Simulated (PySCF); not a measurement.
**Working out the ionisation energy of Be⁺**

Be⁺ [He] 2s1 (2S) → Be²⁺ 1s2 (1S). All numbers are calculated (PySCF 2.14, the spin-free X2C one-electron Hamiltonian (Gaussian nucleus), in x2c-QZVPPall with one added diffuse shell each of s, p type (8s5p2d1f, 40 functions)). Frozen: nothing. Energies in hartree (1 hartree = 27.21139 eV):

```tsv
part	Be⁺ (lower)	Be²⁺ (upper)
UHF	-14.279905	-13.613649
MP2 opposite-spin	-0.019821	-0.018993
MP2 same-spin	-0.000591	0.000000
```

Question: What does Hartree-Fock give?

Answer: (-13.613649) − (-14.279905) = 0.666256 hartree = 18.130 eV.

Question: What do MP2 and SCS-MP2 (6/5 opposite-spin, 1/3 same-spin) give?

Answer: The opposite-spin parts differ by 0.023 eV and the same-spin parts by 0.016 eV. MP2: 18.130 + (0.023) + (0.016) = 18.169 eV. SCS-MP2: 18.130 + 1.2 × (0.023) + (0.016)/3 = 18.163 eV.

Measured between the centres of the two terms (NIST): 18.211 eV, so MP2 (valence and next inner shell) is off by -0.042 eV.

What remains against the reference includes basis incompleteness and correlation beyond second order.
